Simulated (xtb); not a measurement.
octasulfur (S8), singlet, geometry from GFN2-xTB, atoms displaced at random by about 0.02 Å a coordinate. Base run: GFN2-xTB (xtb 6.7.1).

Here is a job for xtb.
```
$ xtb mol.xyz --gfn 2 --opt --json

# file mol.xyz
8

S      1.73260877    -1.74230449     0.08545472
S      1.50513802    -0.10376254     1.12622877
S      1.90419674     1.61123985     0.04487733
S      0.11520668     2.06851430    -0.94664529
S     -1.40553657     1.77904621     0.43247921
S     -2.39123708     0.09858949    -0.23492008
S     -1.50169191    -1.63485523     0.47877029
S     -0.04894140    -2.09345231    -0.89653599
```

Base: optimiser steps 15.

A changed run: ΔE vs base (mEh) -15.630; optimiser steps 14.

Task: Name the change that produced these shifts.
A) opt level = tight
B) opt level = sloppy
C) opt level = lax
D) alpb = dmso
E) opt level = extreme

Result: D, alpb = dmso
